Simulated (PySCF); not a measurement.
## Cr⁺: ionisation energy

Cr⁺ [Ar] 3d5 (6S) → Cr²⁺ [Ar] 3d4 (5D), as a difference of total energies. Computed with PySCF 2.14 in aug-cc-pVDZ-DK (7s6p4d2f, 59 functions), with the spin-free X2C one-electron Hamiltonian (Gaussian nucleus). Correlated levels: valence: [Ar] frozen. The calculations carry no spin-orbit coupling.

```tsv
method	ionisation energy (eV)
UHF	15.061
MP2 (valence)	15.992
SCS-MP2 (valence)	15.371
CCSD (valence)	16.024
CCSD(T) (valence)	16.041
```

Q: How much does correlation contribute at CCSD(T) (valence)?

A: 16.041 − (15.061) = 0.980 eV, measured against UHF.

The reference lies between the lowest fine-structure levels, while these numbers refer to the centres of the terms.

Errors of the correlated levels include the incompleteness of this basis and the frozen core.

For comparison: 16.486 eV (measured; NIST Atomic Spectra Database, ionization energies).
